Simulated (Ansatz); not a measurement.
Ansatz (a first-principles code) input:

Ansatz 0.2 input:
```yaml
crystal:
  periodic: [false, false, false]
  atoms:
    - {symbol: O, position_ang: [1.64545963, -1.13987319, 0.40643388]}
    - {symbol: B, position_ang: [0.32457953, -0.90265757, 0.27708198]}
    - {symbol: O, position_ang: [-0.55435625, -1.89449166, 0.52500217]}
    - {symbol: Br, position_ang: [-0.31662622, 0.88053936, -0.27029252]}
    - {symbol: H, position_ang: [2.20623506, -0.38375668, 0.21243400]}
    - {symbol: H, position_ang: [-1.47604205, -1.64691435, 0.41090575]}
basis:
  gaussian:
    orbitals: aug-cc-pVDZ
magnetization: {spin_polarized: false}
correlation: {method: ccsd_t, electrons: outside_noble_gas}
output: {forces: true}
```

Question: Predict the final energy.

Answer: -2748.78921 Eh (CCSD(T)/aug-cc-pVDZ). The basis has 123 functions.
